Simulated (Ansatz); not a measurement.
The Ge1–H4 bond of CH6GeO (SMILES C[O][GeH3]) is stretched (multiplicity 1, the rest rigid).
Geometry at rest (charge 0, multiplicity 1):
```xyz
9

Ge     0.706    -0.117     0.118
O     -0.906    -0.126    -0.660
C     -1.980     0.513     0.006
H      1.611    -0.880    -0.854
H      1.161     1.344     0.311
H      0.605    -0.818     1.489
H     -1.793     1.584     0.154
H     -2.871     0.404    -0.615
H     -2.185     0.060     0.984
```

Frozen-core correlation. Filled d and f shells under p-block atoms count as core.

Codes used: Ansatz (a program for electronic structure). Each number belongs to the level named beside it.

FIC-MRCISD+Q on CASSCF(2,2)/cc-pVDZ, total energies (hartree):

```csv
R (Å),CASSCF,MRCISD,weight c² of the reference
1.532,-2191.568830,-2191.978706,0.88417
2.681,-2191.473853,-2191.875841,0.88502
4.902,-2191.440458,-2191.840819,0.88524
```

**Question.** Add the Davidson correction (E_MRCISD − E_CASSCF)(1 − c²)/c² and give the energies above the first point at the three levels.

**Answer.** 
Corrections (hartree): -0.053694, -0.052225, -0.051900. Above the first point (kcal/mol):
- R = 2.681 Å: CASSCF 59.6, MRCISD 64.5, with the correction 65.5
- R = 4.902 Å: CASSCF 80.6, MRCISD 86.5, with the correction 87.7
